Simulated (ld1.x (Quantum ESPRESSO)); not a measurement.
# u(r) = r·R(r): atom against pseudo-atom (N)

Columns: radius, all-electron u(r) and pseudo u(r) of the 2s shell (level -49.16 eV) of nitrogen in the configuration [He] 2s2 2p1; PBE, scalar-relativistic, ultrasoft scheme, ld1.x (Quantum ESPRESSO) 7.5.

| r (bohr) | all-electron | pseudo |
| --- | --- | --- |
| 0.090 | 0.4196 | -0.1432 |
| 0.180 | 0.3681 | -0.2832 |
| 0.270 | 0.1392 | -0.4170 |
| 0.360 | -0.1312 | -0.5414 |
| 0.450 | -0.3824 | -0.6539 |
| 0.540 | -0.5903 | -0.7520 |
| 0.630 | -0.7494 | -0.8334 |
| 0.720 | -0.8606 | -0.8966 |
| 0.810 | -0.9289 | -0.9400 |
| 0.900 | -0.9612 | -0.9628 |
| 0.990 | -0.9645 | -0.9645 |
| 1.080 | -0.9457 | -0.9457 |
| 1.170 | -0.9106 | -0.9106 |
| 1.260 | -0.8642 | -0.8642 |
| 1.350 | -0.8105 | -0.8105 |
| 1.440 | -0.7528 | -0.7528 |
| 1.530 | -0.6935 | -0.6935 |
| 1.620 | -0.6345 | -0.6345 |
| 1.710 | -0.5771 | -0.5771 |
| 1.800 | -0.5222 | -0.5222 |
| 1.890 | -0.4706 | -0.4706 |
| 1.980 | -0.4224 | -0.4224 |
| 2.070 | -0.3778 | -0.3778 |
| 2.160 | -0.3370 | -0.3370 |
| 2.250 | -0.2998 | -0.2998 |
| 2.340 | -0.2659 | -0.2659 |

(1) How many radial nodes do the two functions have?

(2) At about which radius was the pseudo-wave matched?

(3) Is the pseudo-wave norm-conserving?

## Answers

(1) The all-electron 2s function has n − l − 1 = 1; the pseudo-wave has 0, since the states of the same l below it are removed with the core.

(2) 1.00 bohr, where the columns begin to agree (steps of 0.09 bohr).

(3) No, it belongs to an ultrasoft set: the norm inside the radius is not constrained, and the difference is carried by the augmentation charge.
